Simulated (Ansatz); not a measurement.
Molecule: InCl3 (charge -1, doublet). 
Structure (B3LYP-D3(BJ)/def2-TZVP (Ansatz, an electronic-structure program) minimum search):
```xyz
4

In     0.1062     0.3627     0.2483
Cl     2.1372    -0.6456    -0.7627
Cl    -0.9989    -1.3713     1.6395
Cl    -1.4445     0.9716    -1.5924
```
Charge -1, spin multiplicity 2.

Basis-set convergence of Hartree-Fock and CCSD correlation energies (hartree) with Ansatz. Correlated levels leave the core frozen unless marked. Open shells are spin-unrestricted. No spin-orbit coupling. The frozen core is the preceding noble-gas configuration, with the filled d and f shells of earlier blocks. In def2 rows, elements after Kr have scalar-relativistic effective core potentials.

```tsv
basis	functions	E(HF)	E(corr, CCSD)
def2-SVPD	113	-1567.54356	-0.52503
def2-TZVPPD	209	…	…
```

Q: Some entries are withheld; supply them.

A: 
- def2-TZVPPD, E(HF): -1567.99483
- def2-TZVPPD, E(corr, CCSD): -0.68164
